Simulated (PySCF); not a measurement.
**Spectroscopy problems**

No solvent model, no relativistic terms, averaged over atoms made equivalent by symmetry, fast rotation or ring inversion, a single conformation. σ from GIAO-PBE0/pcSseg-1; B3LYP/pcJ-1 coupling constants; coordinates at the GFN2-xTB level; PySCF 2.14.0 with density-fitted response routines.

Chemical shifts δ = σref − σ; ¹H (σref 31.72), ¹³C (σref 186.93) vs TMS, all at this level. Multiplet labels drop J under 1 Hz and among equivalent protons, and merge close values. Unscaled 3J(H,H) run several per cent high. Where no couplings were computed, multiplicities follow the n + 1 count of equivalent neighbours, and m marks all less simple cases (inequivalent or close neighbours, rings, F or P nearby). One-bond C–F couplings are unscaled and too large by tens of Hz. Shifts are as computed. Against solution values, carbons near 30 ppm lie about +3 ppm off and those near 130 ppm about +5 ppm. Of 1211 compounds with measured shifts, 218 miss one by over three times the rms of a fit or turn the order of signals round; such compounds aren't used in these exercises.

(1) C₃H₃F₂N. ¹H NMR (500 MHz, computed): δ 2.02 (t, J = 16.2 Hz, 3H). ¹³C{¹H} NMR (computed): δ 117.9 (C, t, J = 42.8 Hz), 115.5 (C, t, J = 303.0 Hz), 29.8 (CH3, t, J = 25.2 Hz). Give a structure.

(2) C₃H₁₀OSi₄. ¹H NMR (600 MHz, computed): δ 6.35 (m, 1H), 5.02 (m, 1H), 4.45 (m, 2H), 4.00 (m, 2H), 3.71 (s, 3H), 2.25 (d, 1H). ¹³C{¹H} NMR (computed): δ 109.1 (CH), 85.3 (C), 55.4 (CH3). Identify the compound.

Results:

(1) `CC(F)(F)C#N`. The formula gives 2 degrees of unsaturation (no ring in the answer). 3 carbon signals for 3 carbons: no two carbons are equivalent. Carbon types of the structure: 2 × C, 1 × CH3, which accounts for all hydrogens. δC 117.9: nitrile carbon; typical of a nitrile. δC 115.5: fully substituted sp3 carbon bonded to 2 F, α to a nitrile; 2 electronegative neighbours deshield it. δC 29.8: methyl carbon; saturated and bonded to C and H only. δH 2.02: hydrogen on a methyl carbon.

The shifts were computed for this structure.

(2) SMILES CO[Si@H]1[SiH2][Si@@H](C#C)[SiH2]1. Rings plus π bonds: 3 (1 ring in the answer). 3 carbon signals for 3 carbons: no two carbons are equivalent. Carbon types of the structure: 1 × C, 1 × CH, 1 × CH3, leaving 6 H on heteroatoms. δC 109.1: terminal alkyne carbon. δC 85.3: alkyne carbon; sp carbons lie upfield of alkene carbons because the cylindrical π system leaves one tensor component strongly shielded. δC 55.4: methyl carbon bonded to O; pulled downfield by the heteroatom. δH 2.25: hydrogen on a terminal alkyne carbon; it lies on the axis of the triple bond, in its shielding cone.

The data come from this structure; uniqueness wasn't tested.
